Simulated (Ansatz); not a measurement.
Input for Ansatz (an electronic-structure program): R-RI-MP2/def2-QZVPPD on GaH5S (a complex), monomers drawn apart or pushed together. Files ending in .json are basis or fitting sets from the Basis Set Exchange. The run froze 19 orbitals, filled d shells among them.

Ansatz 0.2 input:
```yaml
crystal:
  periodic: [false, false, false]
  atoms:
    - {symbol: Ga, position_ang: [0.52763441, -0.06951020, 0.52020423]}
    - {symbol: H, position_ang: [-0.34623003, 1.11318635, -0.04265977]}
    - {symbol: H, position_ang: [0.27361942, -1.53352575, -0.00071565]}
    - {symbol: H, position_ang: [1.89118691, 0.26122241, 1.23783558]}
    - {symbol: S, position_ang: [-0.78622671, -0.34658651, 2.50515270]}
    - {symbol: H, position_ang: [-0.36950914, 0.76131851, 3.14196332]}
    - {symbol: H, position_ang: [0.07375282, -1.13527769, 3.17222653]}
basis:
  gaussian:
    orbitals: def2-QZVPPD.json
    fitting: {mean_field: def2-universal-JKFIT, correlation: def2-QZVPPD-RIFIT.json}
magnetization: {spin_polarized: false}
correlation: {method: mp2, electrons: outside_noble_gas}
scf: {lower_state_search: off}
```

Q: What total energy does the run end on?

A: -2324.0417 hartree.

Q: How many basis functions does it have, and what does it roughly cost on one machine?

A: 339 functions; roughly 6 core-seconds.
